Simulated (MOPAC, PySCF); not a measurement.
CH5NSi, SMILES `NC=[SiH2]` (H–N–C–Si torsion 152°), neutral singlet in the gas phase. 

Cartesian coordinates (Å):
SMILES: NC=[SiH2]
```xyz
8

N     -1.3462     0.0864     0.0515
C     -0.1830    -0.4499    -0.3784
Si     1.3988     0.3232    -0.6730
H     -2.2342    -0.3103    -0.2082
H     -1.3669     1.0343     0.3901
H     -0.3073    -1.4629    -0.7614
H      2.4498    -0.7109    -0.4806
H      1.5890     1.4900     0.2400
```
Charge 0, multiplicity 1.

All levels are single points at this geometry (r2SCAN-D4/def2-TZVP); Pople sets use spherical d functions. Orbital energies aren't observables, and empty levels follow the basis.

```
level                         HOMO (eV)  LUMO (eV)  gap (eV)  dipole (D)  vertical IE, Delta-SCF (eV)
----------------------------  ---------  ---------  --------  ----------  ---------------------------
r2SCAN-D4/def2-TZVP in PySCF      -4.56      -1.79      2.77        3.40                         7.30
B3LYP/3-21G in PySCF              -4.81      -0.74      4.06        3.88                            –
B3LYP/6-311+G** in PySCF          -5.15      -1.40      3.75        3.23                            –
B3LYP/6-31G* in PySCF             -4.88      -0.96      3.93        3.65                         7.23
HF/6-31G* in PySCF                -6.88       2.50      9.38        3.85                         6.00
PM6 in MOPAC                      -6.91      -0.83      6.08        2.72                            –
```
